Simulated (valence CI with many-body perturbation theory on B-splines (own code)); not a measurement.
Hg LXVII: input, log and results

Calculated by relativistic CI+MBPT: four valence electrons over a frozen Dirac-Fock core [Ne], radial functions for each j: 6 s, 6 p, 5 d, 3 f, 1 g, with the one-electron correlation potential Σ1 (screened to all orders), the two-electron term Σ2, the three-electron term Σ3, Breit; selected single and double excitations, second order for the rest, scaled by the run's own slope (own B-spline code, finite nucleus).

Command, and the settings that its task file holds:

```sh
python run_cv.py task.json out
```

```
atom Hg  Z=80  mass_number=202  rms_radius_fm=5.4648
core [Ne]
valence 3s2 3p2
avg = 1
basis = S
breit = 1
cap = 10000
capref = 1200
cscale = 1
de = 0.0
dress = 0
eps = 2e-08
extrap = 1
h = 0.27
hh = 1
l2 = 3
lcore = 6
maxit = 60
n2 = 5
natural = 1
nlev = 21
nno = [3, 3, 3, 2, 1]
nroot = 26
nsp = [3, 3, 2, 1, 0]
pt2 = 1
qed = 0
rpa = 1
s1 = 1
s2 = 1
s3 = 1
screen = 1
tol = 2e-05
whole = 1
```

It took 11 s on 1 thread of Arm Neoverse V2, with other jobs on the host.

Log. The first blocks belong to the next ion, which gives the ionisation energy. Fields: 2J, parity (1 odd), roots, reference size, generating configurations, candidates as configurations/state functions, variational space P, stored matrix elements, Davidson steps; e2 is the range of second-order energies in hartree. The first line gives the box (bohr), its intervals, the orbitals and the steps of their self-consistent field. Window is the range of levels sought, series limit the energy at which the first omitted orbital would enter, core excitation an estimate of the first excitation out of the core, left out the lowest levels not solved, and shifts from estimates the range by which levels moved from their first estimate, all in cm⁻¹.

```
rmax 1.3 intervals 53 orbitals 36 references ['3s2 3p2', '3s2 3p 3d', '3s 3p3', '3s2 3d2', '3s 3p2 3d'] scf 3 t 0.6
2J=1 par=1 roots 2 ref 37 generators 3 cand 894/1308 P 621/915 nnz 0 it 0
2J=1 par=1 roots 2 ref 37 generators 7 cand 529/796 P 738/1098 nnz 0 it 0
   second order: generators 10 cand 632/949 e2 -0.00000 -0.00000
reference levels 484, estimated 99, window 10528745 1/cm; series limit 43690455, core excitation 78810357
2J=0 par=0 roots 3 ref 24 generators 7 cand 1166/1756 P 1890/2993 nnz 8e+05 it 3
2J=0 par=0 roots 3 ref 24 generators 10 cand 1290/2113 P 2052/3245 nnz 9.3e+05 it 4
   second order: generators 15 cand 1374/2472 e2 -0.00001 -0.00000
2J=2 par=0 roots 3 ref 41 generators 5 cand 2284/9042 P 1124/3554 nnz 1.5e+06 it 4
2J=2 par=0 roots 3 ref 41 generators 9 cand 2513/10426 P 1916/6638 nnz 4.9e+06 it 5
   second order: generators 15 cand 1982/8328 e2 -0.00002 -0.00001
2J=4 par=0 roots 5 ref 62 generators 9 cand 2802/13986 P 1181/3581 nnz 1.4e+06 it 4
2J=4 par=0 roots 5 ref 62 generators 18 cand 2962/16932 P 2477/10000 nnz 9.3e+06 it 5
   second order: generators 24 cand 1666/10513 e2 -0.00004 -0.00001
2J=4 par=1 roots 7 ref 65 generators 14 cand 3296/17837 P 1111/3585 nnz 1.5e+06 it 4
2J=4 par=1 roots 7 ref 65 generators 19 cand 2982/16815 P 2437/9989 nnz 9.2e+06 it 5
   second order: generators 25 cand 2382/14964 e2 -0.00004 -0.00001
2J=2 par=1 roots 6 ref 53 generators 13 cand 3002/12551 P 1298/3574 nnz 1.4e+06 it 6
2J=2 par=1 roots 6 ref 53 generators 18 cand 2658/11530 P 2591/8676 nnz 6.5e+06 it 8
   second order: generators 21 cand 1847/9116 e2 -0.00002 -0.00001
2J=6 par=1 roots 4 ref 57 generators 9 cand 2937/17432 P 1103/3576 nnz 1.4e+06 it 4
2J=6 par=1 roots 4 ref 57 generators 16 cand 2879/17254 P 2318/9662 nnz 8.8e+06 it 5
   second order: generators 22 cand 2400/16638 e2 -0.00003 -0.00001
2J=6 par=0 roots 2 ref 44 generators 5 cand 2756/15786 P 926/3558 nnz 1.6e+06 it 4
2J=6 par=0 roots 2 ref 44 generators 9 cand 2759/15606 P 2006/9168 nnz 8.6e+06 it 5
   second order: generators 12 cand 1940/11562 e2 -0.00003 -0.00002
2J=0 par=1 roots 3 ref 20 generators 7 cand 1763/3050 P 1836/2911 nnz 7.9e+05 it 3
2J=0 par=1 roots 3 ref 20 generators 11 cand 1522/2659 P 2091/3337 nnz 9.7e+05 it 4
   second order: generators 15 cand 1267/2233 e2 -0.00001 -0.00000
2J=8 par=1 roots 1 ref 38 generators 3 cand 1926/10327 P 944/3550 nnz 1.6e+06 it 4
2J=8 par=1 roots 1 ref 38 generators 5 cand 2162/11524 P 1253/5029 nnz 3.2e+06 it 4
   second order: generators 11 cand 2831/16568 e2 -0.00002 -0.00002
left out: unestimated 15306225, estimated 11787454, shifts from estimates -0 to 56
operators 0.4
```

The Davidson iterations converged.

No measured spectrum was set against this ion. As an estimate, large intervals hold to a few tenths of a per cent, small ones and those within an open d or f shell to about a per cent.

- Valence energy: -1222.767 hartree
- Ionisation energy: 8007.7 eV (NIST: 8010 ± 40 eV (theoretical))
- Reference configurations for the orbitals: 3s2 3p2, 3s2 3p 3d, 3s 3p3, 3s2 3d2, 3s 3p2 3d
- Radial orbitals: 36
- Box radius: 1.258 bohr
- Largest variational space: 10000
- Lowest levels: (3s^2 3p1/2^2) J=0 0.000, (3s^2 3p1/2 3p3/2) J=1 37.477, (3s^2 3p1/2 3p3/2) J=2 38.221, (3s 3p1/2^2 3p3/2) J=2 52.034, (3s 3p1/2^2 3p3/2) J=1 54.133, (3s^2 3p1/2 3d3/2) J=2 55.434, (3s^2 3p1/2 3d3/2) J=1 59.195, (3s^2 3p1/2 3d5/2) J=2 65.609, (3s^2 3p1/2 3d5/2) J=3 65.726, (3s 3p1/2^2 3d3/2) J=1 70.351, (3s 3p1/2^2 3d3/2) J=2 70.958, (3s^2 3p3/2^2) J=2 76.295, (3s^2 3p3/2^2) J=0 77.943, (3s 3p1/2^2 3d5/2) J=3 80.127 Ry

Levels are named by their leading jj configuration (3d3/2^4 stands for four electrons in 3d with j = 3/2), which in mixed levels can hold well under half, so a name can repeat and another be missing.
